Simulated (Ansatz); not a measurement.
Relaxation of CH₅AlF₂O (10 atoms, charge 0, multiplicity 1), to a largest force component of 0.03 eV/Å in at most 50 steps.

Method: RKS B3LYP/def2-SVP in Ansatz.

```xyz
10
Properties=species:S:1:pos:R:3:forces:R:3
Al 0.583 -1.276 0.140 -0.29 0.54 0.02
C 1.002 0.587 -0.306 0.14 -0.26 0.03
F -0.163 -2.274 -0.962 0.00 0.01 0.01
F 1.097 -1.983 1.553 -0.01 0.01 -0.01
H -1.273 1.094 0.166 -0.25 0.03 0.08
O -1.936 0.562 0.632 0.33 -0.25 -0.12
H 0.834 1.254 0.558 0.02 -0.06 -0.04
H 2.066 0.694 -0.581 0.00 0.00 -0.01
H 0.413 0.943 -1.168 0.02 -0.01 0.02
H -2.622 0.400 -0.032 0.05 0.00 0.03
```

**Question.** Where does it end, and by what steps?

**Answer.** It converged. After 11 steps the energy has fallen by 0.958 eV; H10 moved furthest, 0.97 Å. Joined: Al1–O6 (3.16 → 2.00 Å).

| step | energy less start (eV) | largest force component (eV/Å) | accepted |
| --- | --- | --- | --- |
| 0 | 0.0000 | 0.540 | yes |
| 1 | -0.0820 | 1.455 | yes |
| 2 | -0.2441 | 1.809 | yes |
| 3 | -0.5433 | 1.439 | yes |
| 4 | -0.7875 | 1.285 | yes |
| 5 | -0.8936 | 0.563 | yes |
| 6 | -0.9293 | 0.418 | yes |
| 7 | -0.9443 | 0.269 | yes |
| 8 | -0.9522 | 0.210 | yes |
| 9 | -0.9564 | 0.235 | yes |
| 10 | -0.9582 | 0.053 | yes |
| 11 | -0.9584 | 0.023 | yes |

```xyz
10
Properties=species:S:1:pos:R:3
Al 0.140 -0.798 0.195
C 1.230 0.704 -0.401
F -0.614 -1.795 -0.946
F 0.529 -1.581 1.622
H -1.800 0.939 0.476
O -1.650 -0.009 0.608
H 1.358 1.465 0.389
H 2.244 0.361 -0.669
H 0.821 1.208 -1.294
H -2.256 -0.494 0.020
```

Whether the end is a true minimum wasn't checked by a vibrational analysis.

Run time: 13 s on 2 threads of AMD EPYC 9R45 96-Core Processor (Zen 5), with other jobs on the host, peak memory 0.22 GiB.
